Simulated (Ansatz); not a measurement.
Frontier orbitals of `[OH][Zr]12345678([F])([C@H]9[C@@H]1[C@@H]2[C@@H]3[C@H]94)[C@H]1[C@@H]5[C@@H]6[C@@H]7[C@H]18`.

Charge 0, multiplicity 1. Correlated methods include outer-core shells of Zr, which these sets cover unevenly. Zr: def2 effective core potential. All single points use the PBE0-D4/def2-TZVP geometry. It is one conformer, not always the lowest. Basis def2-TZVPP, Ansatz.

Orbital energies of one run (eV). Highest occupied ones, from the top: -5.77, -5.98, -6.19, -6.65, -7.18, -7.63, -8.66, -8.68, -9.12, -9.24, -9.26, -9.42, -9.44, -9.47. Empty: -1.44, -1.05, -0.80, -0.40, -0.31, -0.19.

Problem. Which functional gave them?
A. CAM-B3LYP
B. r2SCANh
C. HSE06 (plane-wave form)
D. PBE

Solution. D. HOMO energies: PBE -5.77, r2SCANh -6.34, HSE06 -6.40, CAM-B3LYP -7.98 eV.
